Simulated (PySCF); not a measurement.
**How methods differ on the excitation energy of Cu⁺**

Cu⁺ [Ar] 3d10 (1S) → Cu⁺ [Ar] 3d9 4s1 (3D), as a difference of total energies. Computed with PySCF 2.14 in aug-cc-pVDZ-DK (7s6p4d2f, 59 functions), with scalar relativity by spin-free X2C-1e. Correlated levels: valence: [Ar] frozen. The calculations carry no spin-orbit coupling.

```
           method  excitation energy (cm⁻¹)  error (cm⁻¹)
              UHF                    5543.7        -17105
    MP2 (valence)                     26816         +4167
SCS-MP2 (valence)                     24585         +1936
   CCSD (valence)                     19332         -3317
CCSD(T) (valence)                     20343         -2306
```

Reference: 22649 cm⁻¹ (measured; NIST levels, between the centres of gravity of the two terms).

Errors of the correlated levels include the incompleteness of this basis and the frozen core.
